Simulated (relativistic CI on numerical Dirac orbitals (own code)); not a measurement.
# d1 to d9 in one octahedral field

Computed with a parametric ligand-field model without spin-orbit coupling, by exact diagonalisation: B = 420, C = 1680, 10Dq = 35900 cm⁻¹ (Oh; |10Dq|/B = 85.5) for every shell. Energies in cm⁻¹; the field energy is (0.6 n_e − 0.4 n_t2) × 10Dq of the ground term; g labels are left out. So small a B with so large a field is typical of 4d and 5d ions, where spin-orbit coupling, left out here, reaches 1,000 to 4,000 cm⁻¹.

```csv
Shell,Ground term,Electrons in e,Field energy,First spin-allowed bands,Lowest term of other spin
d1,2T2,0.000,-14360,2E 35900,
d2,3T1,0.004,-28577,"3T2 34799, 3T1 39999",1T2 5980
d3,4A2,0.000,-43080,"4T2 35900, 4T1 40743",2E 8493
d4,?,?,?,?,?
d5,2T2,0.013,-71341,"2A2 33430, 2T1 33583",4T1 27531
d6,1A1,0.010,-85805,"1T1 34534, 1T2 40823",3T1 31035
d7,2E,1.006,-64403,"2T1 34451, 2T2 34896",4T1 27594
d8,3A2,2.000,-43080,"3T2 35900, 3T1 40743",1E 6691
d9,2E,3.000,-21540,2T2 35900,
```

**Question.** Fill in the row of d4.

**Answer.** Ground term: 3T1; Electrons in e: 0.006; Field energy: -57211; First spin-allowed bands: 3E 34136, 3T1 34545; Lowest term of other spin: 1T2 5351. Low spin: d4, d5, d6, d7; the other shells keep the spin of the free ion. Only d4 to d7 can choose; the field needed to pair spins is smallest for d6 and largest for d5, which loses most exchange energy. In the strong-field picture 10Dq must exceed about 6B + 5C = 10920 (d4), 7.5B + 5C = 11550 (d5), 2.5B + 4C = 7770 (d6) and 4B + 4C = 8400 (d7); mixing of terms shifts these bounds somewhat.
